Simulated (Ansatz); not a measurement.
`C[SiH2]C` + `CBNC` → `CBN(C)C` + `C[SiH3]` at 700 K and 1 bar (substitution at a C–Si bond).

Computed with Ansatz on PBE0-D4/def2-TZVP structures; ΔE is electronic, products minus reactants. CCSD(T)/CBS is the MP2 limit (def2-TZVPP, def2-QZVPP) plus CCSD(T) − MP2 in def2-TZVPP, frozen cores. This one scheme is used for every species. One conformer a species, not always the lowest.

```
   species  CCSD(T)/CBS energy (Eh)  H − E (kJ/mol)  S (J/(mol·K))
`C[SiH2]C`               -370.01595           305.7          403.3
    `CBNC`               -160.46148           346.8          414.8
 `CBN(C)C`               -199.71235           436.6          470.7
 `C[SiH3]`               -330.73916           210.8          332.0
```

H − E and S are ideal-gas, rigid-rotor, harmonic terms from PBE0-D4/def2-TZVP, for one conformer and one mirror image of each species. 1 Eh = 2625.50 kJ/mol, R = 8.31446 J/(mol·K).

Task: By hand: ΔE, ΔH, ΔS and ΔG.

Result: ΔE = (-199.71235) + (-330.73916) − (-370.01595) − (-160.46148) = 0.02592 Eh = 68.1 kJ/mol. Δ(H − E) = 436.6 + 210.8 − 305.7 − 346.8 = -5.1, so ΔH = 63.0 kJ/mol. ΔS = 470.7 + 332.0 − 403.3 − 414.8 = -15.4 J/(mol·K). ΔG = 63.0 − 700 × (-15.4)/1000 = 73.8 kJ/mol.

Task: By hand: the equilibrium constant, and the temperature at which ΔG would vanish if ΔH and ΔS stayed fixed.

Result: log₁₀ K = −ΔG/(RT ln 10) = -5.5. ΔH and −TΔS have one sign here, so there is no such temperature.

ΔH outweighs TΔS. A doubt of 5 kJ/mol in ΔE shifts log₁₀ K by 0.4 here. Other conformers and mirror images would add mixing entropy, several J/(mol·K) or more a flexible species. These are equilibria of isolated gas molecules and say nothing of rates. Largest T1 diagnostic: 0.012 (customary marks: 0.02 for closed shells, 0.045 for open ones).
